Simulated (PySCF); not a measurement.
BrSi, SMILES [Si]Br (connectivity only; charge and spin as stated), charge +1, multiplicity 1. Geometry: B3LYP-D3(BJ)/def2-TZVP. The multiplicity is an assumed one; other spin states were not compared.

Level of theory: B3LYP-D3(BJ)/def2-TZVP (PySCF).

Harmonic wavenumbers (cm⁻¹): 515. Rotational constants (GHz): 5.399 (linear); symmetry number 1.

Work out the zero-point energy and the ideal-gas rigid-rotor harmonic-oscillator thermochemistry at 298.15 K and 1 atm.

ZPE = ½ Σ hcν = ½ × 515 cm⁻¹ = 3.08 kJ/mol. H − E(el) = 12.32 kJ/mol. Entropy in J/(mol K): translation 167.14, rotation 66.92, vibration 2.60, total 236.66. G − E(el) = -58.24 kJ/mol. Cp = 34.19 J/(mol K).
